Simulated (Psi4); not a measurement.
Pair of molecules, SMILES FB(F)F with SMILES N (the first has 4 atoms); geometry from B3LYP-D3(BJ)/def2-TZVP, rigid monomers moved along the line of their centres of mass till B2···N5 is 1.95 Å.
(charge 0, multiplicity 1):
| atom | x (Å) | y (Å) | z (Å) |
|---|---|---|---|
| F | -1.1275 | -0.8354 | 0.6930 |
| B | -0.0073 | -0.0896 | 0.9619 |
| F | 0.0032 | 1.1489 | 0.3709 |
| F | 1.1730 | -0.7806 | 0.8486 |
| N | -0.1452 | 0.2976 | 2.8636 |
| H | -1.0012 | 0.8112 | 3.0550 |
| H | -0.1561 | -0.5676 | 3.3970 |
| H | 0.6474 | 0.8581 | 3.1649 |

Calculation: SAPT0/jun-cc-pV(D+d)Z in Psi4.

**Question.** Give the four SAPT terms and the total, and say what mostly holds the pair together.

**Answer.** electrostatics -2484.0, exchange 2328.3, induction -1554.9, dispersion -291.1, total -2001.7 meV; the largest attraction is electrostatics.
